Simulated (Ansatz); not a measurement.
## Eu(NH2)3 in a box, plane waves

Ansatz 0.2.0, DFT PBE+U, scalar-relativistic, plane waves, PAW, molecule in a box. The geometry was relaxed with Gaussian bases (B3LYP; Eu lcecp-1-SVP with ECP52, N def2-SVP, H def2-SVP).

```yaml
crystal:
  lattice:
    - [13.97, 0.0, 0.0]
    - [0.0, 14.7, 0.0]
    - [0.0, 0.0, 9.64]
  atoms:
    - { symbol: Eu, position: [0.47384681, 0.4996619, 0.50862448], spin: 6.0 }
    - { symbol: "N", position: [0.63301646, 0.50043265, 0.50242324] }
    - { symbol: H, position: [0.67762491, 0.55547959, 0.50954046] }
    - { symbol: H, position: [0.67763565, 0.44572857, 0.49079564] }
    - { symbol: "N", position: [0.39492054, 0.63059592, 0.52603942] }
    - { symbol: H, position: [0.42451181, 0.69411224, 0.5330529] }
    - { symbol: H, position: [0.32253472, 0.64127619, 0.52641494] }
    - { symbol: "N", position: [0.39463851, 0.36960068, 0.48042635] }
    - { symbol: H, position: [0.32211883, 0.36002041, 0.47671888] }
    - { symbol: H, position: [0.42326199, 0.30612245, 0.46680498] }
basis:
  ecutwfc: 420
  ecutrho_ratio: 4
kpoints:
  mp_grid: { grid: [1, 1, 1] }
hamiltonian:
  xc: pbe
  hubbard: { sites: [{ species: Eu, l: f, u_eff: 5.0 }] }
scf:
  occupations: { method: gaussian, width: 0.01 }
output:
  forces: true
  eigenvalues: true
  populations: true
  hubbard: { sites: [{ species: Eu, l: f }] }
magnetization:
  spin_polarized: true
```

Command:
```sh
ansatz run input.yaml --threads 2 --pin off --max-ram 5120MiB --backend cpu --events-out ev --progress --plain --runs-dir out
```
It took 110 s on 2 threads of Arm Neoverse V2 (shared host), peak memory 1.4 GiB.

Task: How does the SCF go?

Result: 
```
SCF iter   1: F=—  HF=-10025.244042 eV  |F-HF|=—  |Δ(HF+E_count)|=         —  Δρ=1.94e-2 (↑1.77e-2 ↓1.94e-2)
Mixer restart at iter 1: flushing history
preconditioner: auto → Resta (q_TF=auto, 1.412 Å⁻¹)  ε∞=1.2  [insulator: Δε(μ)=0.085 eV  Ē_g=10.540 eV  σ=0.010 eV  W_gap=1.00  n_
spin=Collinear: Resta preconditioning applied to the charge; magnetization (m = ρ↑ − ρ↓) channel mixes plain (no charge-response k
SCF iter   2: F=—  HF=-10015.203272 eV  |F-HF|=—  |Δ(HF+E_count)|=    1.00e1  Δρ=7.97e-3 (↑7.97e-3 ↓6.92e-3)
...
Mixer restart at iter 40: flushing history
iteration 40: the SCF's residuals had fallen too slowly under its mixing. It goes on by minimising its free energy, and can end on
SCF iter  41: F=—  HF=-10014.997767 eV  |F-HF|=—  |Δ(HF+E_count)|=   1.01e-7  Δρ=1.59e-6 (↑1.59e-6 ↓6.14e-7)
SCF iter  42: F=-10014.997767 eV  HF=-10014.997767 eV  |F-HF|=1.37e-8  |Δ(HF+E_count)|=   4.99e-8  Δρ=5.14e-7 (↑4.62e-7 ↓5.14e-7)
SCF iter  43: F=-10014.997767 eV  HF=-10014.997767 eV  |F-HF|=1.37e-8  |Δ(HF+E_count)|=  1.46e-11  Δρ=5.14e-7 (↑4.62e-7 ↓5.14e-7)
```

Task: Which levels lie next to the highest filled one (eV, counted from it)?

Result: Filled: -2.13, -2.13, -2.09, -2.09, -0.37, -0.37, -0.18, -0.17, -0.10, 0.00. Empty: 0.56, 3.07, 3.32, 4.41, 4.54, 4.70, 4.71, 4.73.

Task: How is the f shell of Eu1 filled?

Result: Natural occupations, full = 1; up: 0.27, 1.00, 1.00, 1.00, 1.00, 1.00, 1.00; down: 0.00, 0.00, 0.00, 0.01, 0.01, 0.01, 0.01; in all 6.29 e.

Task: What forces are left at this geometry, relaxed with Gaussian bases (eV/Å)?

Result: 
```
Eu  -0.01  0.00 -0.06
N    0.18 -0.01  0.11
H   -0.01  0.01 -0.04
H   -0.01  0.00 -0.05
N   -0.08  0.12  0.11
H    0.00  0.02 -0.04
H    0.00 -0.01 -0.04
N   -0.08 -0.16  0.09
H    0.00  0.02 -0.04
H    0.01  0.01 -0.04
```

The open shells may stand above their lowest state.

The highest of the empty levels listed lie near the vacuum level and may be states of the box.

The forces come from the other functional as well as from the basis.

An lcecp potential fixes the number of 4f electrons, so in runs with it no electron can move into or out of that shell.
